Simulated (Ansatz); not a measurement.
Frontier orbitals of C$_{7}$H$_{12}$ClFN$_{2}$Zr (`C[N](C)[Zr]1234([NH2])([Cl])[C@@H]5[C@H]1[C@H]2[C@@]3(F)[C@@H]54`).

```xyz
24

C     1.5739    2.1672    0.5345
N     0.3277    1.4568    0.6432
C    -0.8197    2.3195    0.4841
Zr   -0.0776   -0.5294    0.6963
N     1.7050   -1.3305    1.2420
Cl   -1.6391   -0.7577    2.5138
C     0.3900   -1.5457   -1.5475
C    -0.2917   -2.5568   -0.8403
C    -1.6152   -2.1271   -0.6082
C    -1.7315   -0.8619   -1.2095
F    -2.8395   -0.1237   -1.2211
C    -0.5094   -0.4758   -1.7813
H     1.6783    2.6624   -0.4434
H     2.4148    1.4832    0.6584
H     1.6519    2.9507    1.3023
H    -0.8568    3.0831    1.2735
H    -1.7574    1.7549    0.5520
H    -0.8147    2.8378   -0.4868
H     2.2674   -2.0644    0.8407
H     2.0976   -1.0766    2.1422
H     1.4214   -1.5734   -1.8651
H     0.1304   -3.4909   -0.5015
H    -2.3925   -2.6469   -0.0707
H    -0.3131    0.4452   -2.3076
```

Charge 0, multiplicity 1. Correlated methods include outer-core shells of Zr, which these sets cover unevenly. Zr takes the def2 core potential. The structure was optimised at the PBE0-D4/def2-TZVP level. It is one conformer, not always the lowest. Basis def2-TZVPP, Ansatz 0.2.0.

Orbital energies of one run (eV). Highest occupied ones, from the top: -5.05, -6.05, -6.11, -6.39, -7.03, -7.20, -7.62, -7.85, -8.68, -8.84, -8.92, -9.42, -9.61, -9.77. Empty: -1.44, -1.32, -0.97, -0.50, -0.24, -0.03.

Q: Which functional gave them?
A. HSE06 (plane-wave form)
B. revPBE
C. ωB97M-V
D. r2SCANh

A: B. HOMO energies: revPBE -5.05, ωB97M-V -8.45, HSE06 -5.88, r2SCANh -5.76 eV.
